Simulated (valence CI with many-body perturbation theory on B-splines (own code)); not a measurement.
Nd³⁸⁺: key properties

Calculated by relativistic CI+MBPT: four valence electrons over a frozen Dirac-Fock core [Ar], radial functions for each j: 7 s, 7 p, 8 d, 6 f, 4 g, 1 h, with the one-electron correlation potential Σ1 (screened to all orders), the two-electron term Σ2, the three-electron term Σ3, Breit, model QED; selected single and double excitations, second order for the rest, scaled by the run's own slope (own B-spline code, finite nucleus).

No measured spectrum was set against this ion. As an estimate, large intervals hold to a few tenths of a per cent, small ones and those within an open d or f shell to about a per cent. Only levels of the ground parity were solved; by the run's estimate the other parity begins above the list, which can be wrong where configurations are misplaced.

Levels are named by their leading jj configuration (3d3/2^4 stands for four electrons in 3d with j = 3/2), which in mixed levels can hold well under half, so a name can repeat and another be missing.

Rates and lifetimes use the calculated energies. Strong lines usually hold to 10 to 20 %, long lifetimes can be off by a factor of two.

Problem. What is the ground level?

Solution. (3d3/2^4) J=0, composition 56 % 3d4 3P + 33 % 3d4 5D + 11 % 3d4 1S.

Problem. Name the longest-lived excited levels whose lifetime is computed, and their main decay.

Solution. (3d3/2^2 3d5/2^2) J=6 at 451900 cm⁻¹ lives 18.2 ms, mostly by M1 to (3d3/2^2 3d5/2^2) J=5. The lifetime of (3d3/2^3 3d5/2) J=4 is too uncertain to give, and may be longer.

Problem. What is the ionisation energy?

Solution. 2758.8 eV; NIST lists 2758 ± 4 eV (theoretical).

Problem. How well does LS coupling describe the low levels?

Solution. Among the lowest 20 levels the leading LS term, summed over configurations, holds 49 % on average. For single configurations the figures are 49 % in LS and 87 % in jj coupling. Terms mix most in the J = 4 level at 235730 cm⁻¹, where the leading one holds 31 %.
